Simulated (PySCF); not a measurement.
Computed properties of C2H4BFO2, SMILES CC(=O)B(O)F

C2H4BFO2, SMILES CC(=O)B(O)F. The structure is a stationary point at B3LYP-D3(BJ)/def2-SVP. The structure was generated by enumeration, and PubChem lists no compound with its InChIKey, so it may never have been made. One conformer was computed; it need not be the lowest. All values are computed for the isolated molecule unless a solvent is named; none is compared with measurement here.

**Structure.** The optimised structure has Cs symmetry. All 24 harmonic modes at B3LYP-D3(BJ)/def2-SVP (PySCF) are real, so it is a minimum. With heavy atoms numbered as in [CH3:1][C:2](=[O:3])[B:4]([OH:5])[F:6], the shortest bond between them is C2–O3 at 1.223 Å and the longest C2–B4 at 1.618 Å.

**Vibrations.** The strongest infrared lines (harmonic, unscaled, degenerate partners summed) lie at 1523 cm⁻¹ (242 km/mol, B 74 %, O 15 %), 1173 cm⁻¹ (210 km/mol, C 50 %, H 32 %, O 12 %), 1033 cm⁻¹ (148 km/mol, H 66 %, F 15 %, B 9 %). The softest mode is at 84 cm⁻¹ and the zero-point energy is 43.2 kcal/mol.

**Electronic structure.** r2SCAN/def2-TZVP (PySCF) places the frontier levels at -6.28 and -2.92 eV, a gap of 3.36 eV, and gives a dipole moment of 1.53 D and a mean polarisability of 43.5 bohr³. PBE/def2-TZVP (PySCF) at the same geometry gives -5.98 and -3.08 eV, so its gap is 0.46 eV narrower. An orbital gap is neither the optical nor the fundamental gap.

**Excitations.** TDDFT-ωB97X/def2-SVPD (PySCF) has S1 at 3.51 eV (353 nm, f = 0.000, dark); the most intense of the 10 singlets computed lies at 8.56 eV (f = 0.17). T1 (TDA) is at 2.88 eV. TDDFT-PBE/def2-SVPD (PySCF) puts S1 at 3.15 eV. No vertical singlet excitation falls in the visible range (under 3.1 eV).

**NMR.** GIAO shifts at PBE0/pcSseg-1 (PySCF) (non-relativistic, atoms alike by connectivity averaged): ¹³C from 37.9 to 237.4 ppm against TMS; ¹H from 2.8 to 6.9 ppm against TMS; ¹⁹F at -131.5 ppm against CFCl3; ¹¹B at 4.5 ppm against BF3.
